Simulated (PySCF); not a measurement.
Computed shifts of a molecule C2H8OSi, PBE/pcSseg-1 (PySCF), GIAO, gas phase, atoms alike by connectivity averaged where their shifts nearly agree, in ppm (number of nuclei): ²⁹Si: -6.5 (1). ¹³C: 58.1 (1), -2.0 (1). ¹H: 5.30 (2), 4.02 (3), 0.57 (3). References: ²⁹Si against TMS (σ = 335.4 ppm); ¹³C against TMS (σ = 182.0 ppm); ¹⁷O against H2O (σ = 334.3 ppm); ¹H against TMS (σ = 31.49 ppm), references at their B3LYP-D3(BJ)/def2-TZVP geometries, non-relativistic. Geometry optimised at PBE0-D3(BJ)/def2-SVP. The values are those of a single conformer.

**Question.** Pick the molecule that these values belong to.
A) OCC[SiH3]
B) CC[SiH2]O
C) CO[SiH2]C
D) CCO[SiH3]

**Answer.** C, CO[SiH2]C
